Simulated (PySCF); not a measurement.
PySCF 2.14 output of an unrestricted B3LYP calculation on a single atom or ion in x2c-QZVPPall, with the spin-free X2C one-electron Hamiltonian (Gaussian nucleus):

```
SCF conv_tol = 1e-09
number electrons alpha = 29  beta = 28
    P. J. Stephens, F. J. Devlin, C. F. Chabalowski, and M. J. Frisch.,  J. Phys. Chem. 98, 11623 (1994)
cycle= 1 E= -8492.63172023373  delta_E= -0.0247  |g|= 0.054  |ddm|= 1.36
cycle= 2 E= -8492.63304171817  delta_E= -0.00132  |g|= 0.0462  |ddm|= 0.344
cycle= 3 E= -8492.63390142871  delta_E= -0.00086  |g|= 0.0069  |ddm|= 0.193
cycle= 4 E= -8492.63459908373  delta_E= -0.000698  |g|= 0.00675  |ddm|= 0.087
cycle= 5 E= -8492.63515960324  delta_E= -0.000561  |g|= 0.00634  |ddm|= 0.075
cycle= 6 E= -8492.6362930776  delta_E= -0.00113  |g|= 0.00762  |ddm|= 0.476
cycle= 7 E= -8492.63643470211  delta_E= -0.000142  |g|= 0.00303  |ddm|= 0.235
cycle= 8 E= -8492.63661909939  delta_E= -0.000184  |g|= 0.000654  |ddm|= 0.108
cycle= 9 E= -8492.63661983656  delta_E= -7.37e-07  |g|= 8.04e-05  |ddm|= 0.00617
cycle= 10 E= -8492.63661983146  delta_E= 5.1e-09  |g|= 8.85e-05  |ddm|= 0.000646
cycle= 11 E= -8492.63661988105  delta_E= -4.96e-08  |g|= 3.87e-05  |ddm|= 0.000949
cycle= 12 E= -8492.63661989704  delta_E= -1.6e-08  |g|= 3.37e-06  |ddm|= 0.00087
cycle= 13 E= -8492.6366198972  delta_E= -1.62e-10  |g|= 7.65e-07  |ddm|= 0.000119
converged SCF energy = -8492.6366198972  <S^2> = 1.2763784  2S+1 = 2.4709337
```

The run itself started from symmetry-adapted Hartree-Fock orbitals and held the occupation by maximum overlap, on a logarithmic radial grid, so the iterations belong to that start.

Problem. Which element, charge and spin multiplicity is this?

Solution. La (lanthanum, neutral), multiplicity 2; the state was [Xe] 5d1 6s2, 2D determinant.

⟨L²⟩ = 7.99 against 6 for a pure D term, so this real determinant mixes terms. Spin-orbit coupling, absent here, splits the open shell strongly. ⟨S²⟩ = 1.28 against 0.75 shows spin contamination. The s, p, d and f populations moved away from the nominal configuration during the SCF.
